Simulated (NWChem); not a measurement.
Species: BF cation, doublet

Computed with NWChem. Pople sets run with spherical d functions. Spin-unrestricted. Medium grid unless said otherwise, to which SCAN and Minnesota functionals are sensitive. The geometry was optimised at PBE0-D3(BJ)/def2-TZVP, spin-unrestricted. No stability test was run on the SCF state. Total energies of different functionals are on different scales.

```
level           energy (Ha)  highest occupied level (eV)  lowest empty minus highest occupied level, either spin (eV)   <S²>
--------------  -----------  ---------------------------  -----------------------------------------------------------  -----
B3LYP/6-31G*      -124.2598                       -19.25                                                         5.44  0.752
PBE/6-31G*        -124.1233                       -17.97                                                         3.59  0.754
PBE0/6-31G*       -124.1279                            …                                                            …  0.753
TPSSh/6-31G*      -124.2588                       -18.85                                                         3.65  0.753
SCAN/6-31G*       -124.2178                       -18.58                                                         5.04  0.756
MN15/6-31G*       -124.1536                       -19.78                                                         8.09  0.754
r2SCAN0/6-31G*    -124.1889                       -20.00                                                         7.15  0.754
```

Question: What belongs in the gaps?

Answer: 
- PBE0/6-31G*, highest occupied level (eV): -19.62
- PBE0/6-31G*, lowest empty minus highest occupied level, either spin (eV): 6.39
